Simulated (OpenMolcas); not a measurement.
**Potential curves of SnH: spin–orbit levels**

Calculated with OpenMolcas 26.06: state-averaged CASSCF(5,5) over Sn 5s 5p, H 1s, XMS-CASPT2 (IPEA 0.25, imaginary shift 0.2 hartree), scalar X2C, ANO-RCC-VTZP, then RASSI spin–orbit state interaction with atomic mean-field integrals. C2 symmetry about the axis (a holds Σ, Δ, Γ; b holds Π, Φ, H; Σ⁺ and Σ⁻ are not told apart); roots by multiplicity and irrep: 2b 4, 4a 2, 2a 5, 4b 2.

XMS-CASPT2 energies with spin–orbit state interaction in eV from the lowest point. Curves are followed by energy order within each symmetry, so they are adiabatic and may change character at avoided crossings.

```json
{"R (Å)": "1.625", "(1)Ω=1/2": "0.117", "(1)Ω=3/2": "0.364", "(2)Ω=1/2": "2.013", "(2)Ω=3/2": "2.038", "(3)Ω=1/2": "3.359"}
{"R (Å)": "1.706", "(1)Ω=1/2": "0.015", "(1)Ω=3/2": "0.261", "(2)Ω=1/2": "1.955", "(2)Ω=3/2": "1.980", "(3)Ω=1/2": "3.197"}
{"R (Å)": "1.786", "(1)Ω=1/2": "0.000", "(1)Ω=3/2": "0.246", "(2)Ω=1/2": "1.965", "(2)Ω=3/2": "1.991", "(3)Ω=1/2": "3.092"}
{"R (Å)": "1.875", "(1)Ω=1/2": "0.056", "(1)Ω=3/2": "0.302", "(2)Ω=1/2": "2.020", "(2)Ω=3/2": "2.048", "(3)Ω=1/2": "3.016"}
{"R (Å)": "1.965", "(1)Ω=1/2": "0.164", "(1)Ω=3/2": "0.410", "(2)Ω=1/2": "2.100", "(2)Ω=3/2": "2.129", "(3)Ω=1/2": "2.964"}
{"R (Å)": "2.090", "(1)Ω=1/2": "0.372", "(1)Ω=3/2": "0.618", "(2)Ω=1/2": "2.218", "(2)Ω=3/2": "2.250", "(3)Ω=1/2": "2.911"}
{"R (Å)": "2.250", "(1)Ω=1/2": "0.683", "(1)Ω=3/2": "0.930", "(2)Ω=1/2": "2.345", "(2)Ω=3/2": "2.383", "(3)Ω=1/2": "2.857"}
{"R (Å)": "2.500", "(1)Ω=1/2": "1.177", "(1)Ω=3/2": "1.423", "(2)Ω=1/2": "2.461", "(2)Ω=3/2": "2.512", "(3)Ω=1/2": "2.794"}
{"R (Å)": "2.858", "(1)Ω=1/2": "1.776", "(1)Ω=3/2": "2.014", "(2)Ω=1/2": "2.515", "(2)Ω=3/2": "2.592", "(3)Ω=1/2": "2.734"}
{"R (Å)": "3.393", "(1)Ω=1/2": "2.283", "(1)Ω=3/2": "2.482", "(2)Ω=1/2": "2.516", "(2)Ω=3/2": "2.665", "(3)Ω=1/2": "2.658"}
{"R (Å)": "4.108", "(1)Ω=1/2": "2.407", "(1)Ω=3/2": "2.573", "(2)Ω=1/2": "2.579", "(2)Ω=3/2": "2.779", "(3)Ω=1/2": "2.611"}
```

The 5 lowest clean curves are shown; the next is (5)Ω=1/2, from 2.81 eV. Left out for impure symmetry, kinks or missing points, though low: (1)Ω=5/2, (3)Ω=3/2, (4)Ω=1/2. Only roots inside an energy window near the equilibrium distance were included, so the list of states is not complete; labels number the states computed. Each spin and symmetry block has orbitals of its own, averaged over its own roots, so gaps between blocks are less sure than gaps within one and near the minimum can be off by tenths of an eV, in bad cases by more. No Rydberg orbitals are active, so Rydberg states, and σ→σ* states whose orbital the CASSCF left unused, can be missing between those listed. CASPT2 splits the two components of degenerate states numerically, here by up to 3 cm⁻¹. At stretched bonds a block can hold a wrong CASSCF solution and miss its lowest state; points past a visible jump are left out. Points that failed a check (symmetry, reference weights, a jump) are left out.
